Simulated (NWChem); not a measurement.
**Correlation energy of sulfur tetrafluoride (F4S)**

```xyz
5

F      0.0000     1.2424     0.6398
S      0.0000     0.0000    -0.3894
F      1.6855     0.0000    -0.2936
F     -1.6855     0.0000    -0.2936
F      0.0000    -1.2424     0.6398
```
Charge 0, spin multiplicity 1.

Everything below was run with NWChem. The geometry was optimised at PBE/def2-SVP, a minimum by its harmonic frequencies.

Basis set: 6-31G*. Each correlation energy counts from its own Hartree-Fock reference.

The correlated methods keep 9 core orbitals frozen. The Pople sets run with spherical d functions. No row is a measurement; the coupled-cluster row has its own basis-set and correlation limits.

Q: Order these methods by the correlation energy they give, lowest first: CCSD, SCS-MP2, MP2, CCSD(T), CR-CCSD[T], CR-CCSD(T).

A: CCSD(T) (-879.1 mHa), CR-CCSD[T] (-876.0 mHa), CR-CCSD(T) (-873.3 mHa), CCSD (-857.2 mHa), MP2 (-852.6 mHa), SCS-MP2 (-814.8 mHa)
